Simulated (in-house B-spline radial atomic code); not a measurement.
The numbers below are computed, except where a source is named.
## Extrapolating the RPA correlation energy in partial waves: the sulfur ion S⁴⁺

All-electron RPA on PBE0 orbitals from a B-spline radial code for spherical atoms, non-relativistic, point nucleus, configuration [Ne] 3s2. With empty states up to angular momentum L the sums are:

```csv
L,E_c(L) (hartree)
3,-0.659967
4,-0.696089
5,-0.710402
6,-0.717164
```

For large l each further wave adds A/(l + 1/2)⁴, because the basis must build the cusp where two electrons meet.

Task: Estimate the limit from L = 5 and L = 6.

Result: Wave 6 adds -0.006762, against a sum of (l + 1/2)⁻⁴ of 5.60204e-04, so A = -12.071. The sum over l > 6 is ζ(4, 7.5) = 9.6207e-04, close to 1/(3 × 7³) = 9.7182e-04. The tail is -0.011613 and the limit -0.72878 hartree.

Task: How good is the estimate?

Result: A run to L = 11 sums to -0.72547 and extrapolates to -0.72731 hartree, 0.09 millihartree from the run before. The estimate differs from that by -1.47 millihartree, while the bare sum at L = 6 misses 10.1 millihartree (1.4 %).
